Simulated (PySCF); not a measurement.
# Radial density of Sb³⁸⁺ (antimony, charge +38)

B3LYP, [Ne] 3s2 3p1, 2P determinant. Calculation: PySCF 2.14, in an uncontracted even-tempered set (18 s from 6.2 bohr⁻², ratio 2.5; 12 p from 8.1 bohr⁻², ratio 2.5; 4 d from 33 bohr⁻², ratio 2.7; 4 f from 50 bohr⁻², ratio 2.7); scalar relativity by spin-free X2C-1e.

```
r (bohr)  4πr²ρ (e/bohr)  4πr²(ρα − ρβ)
  0.0230           64.18         0.3402
  0.0387           53.06         1.0616
  0.0650           67.98         1.6466
   0.109           66.46         0.2480
   0.184           21.17         1.9356
   0.310           12.87         3.9288
   0.521           1.085         0.3511
   0.876        0.002856         0.0006
```

Densities and radii are taken from the X2C orbitals without a picture-change correction, which distorts them close to the nucleus.

Spin-orbit coupling, absent here, splits the open shell strongly.
